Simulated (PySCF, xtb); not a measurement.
Te(SMe)2 (C2H6S2Te), SMILES CS[Te]SC.

GFN2-xTB in xtb at its own geometry gives an orbital gap of 3.52 eV and a dipole moment of 3.92 D.

Geometry optimised at B3LYP-D3(BJ)/def2-SVP. The def2 effective core potentials stand for the cores of Te; spin–orbit coupling is left out. Other conformers were not sampled.

Problem. What does PBE/def2-TZVP run with PySCF give? (Estimate from the structure and the level; the computed values follow.)

Solution. gap 2.99 eV (levels -5.46 and -2.47 eV), dipole 2.77 D.
